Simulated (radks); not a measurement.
Values are calculated unless marked as measured or tabulated.
Sc III, 19 electrons, occupied as [Ar] 4s1 (not the ground configuration). Level of theory: Dirac Kohn-Sham, BLYP, spin-unpolarised, spherical densities, point nucleus (a radial shooting solver on a logarithmic mesh with Libxc functionals).

Spin-orbit splittings of the eigenvalues, e(l+1/2) - e(l-1/2), with zeta = 2 splitting/(2l+1) and mean radii in bohr:

shell	occ.	splitting (eV)	zeta (eV)	<r> j=l-1/2	<r> j=l+1/2
2p	6	4.645	3.096	0.3060	0.3086
3p	6	0.5409	0.3606	1.133	1.141
